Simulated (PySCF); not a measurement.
CH3FO2Si2, SMILES O=C1O[Si@H](F)[SiH2]1. Atoms are numbered in the order given.

```xyz
9

O     -1.5156     2.0203     0.1970
C     -0.8557     1.0339     0.1888
O      0.5141     1.0454     0.3692
Si     1.0553    -0.5708     0.2229
F      1.9439    -0.7315    -1.1198
Si    -1.2301    -0.8917     0.0052
H      1.9199    -0.9362     1.3668
H     -2.0056    -1.4339     1.1562
H     -1.8159    -1.3014    -1.3007
```
Charge 0, spin multiplicity 1.

Geometry optimised at PBE0-D3(BJ)/def2-SVP. The structure was generated by enumeration; whether it is a known compound was not checked.

These are PBE0/pcSseg-1 in PySCF values and carry that method's errors.

GIAO shieldings, no solvent; atoms listed in one row are averaged. δ = σ(ref) − σ: ¹⁷O against H2O (σ = 334.2 ppm); ¹³C against TMS (σ = 186.3 ppm); ²⁹Si against TMS (σ = 352.7 ppm); ¹⁹F against CFCl3 (σ = 167.2 ppm); ¹H against TMS (σ = 31.56 ppm), references at their B3LYP-D3(BJ)/def2-TZVP geometries, non-relativistic.

```csv
nucleus,atoms,count,δ (ppm)
¹⁷O,O1,1,556.2
¹⁷O,O3,1,400.1
¹³C,C2,1,178.0
²⁹Si,Si4,1,9.6
²⁹Si,Si6,1,-35.8
¹⁹F,F5,1,-172.7
¹H,H7,1,6.00
¹H,H9,1,5.28
¹H,H8,1,5.16
```
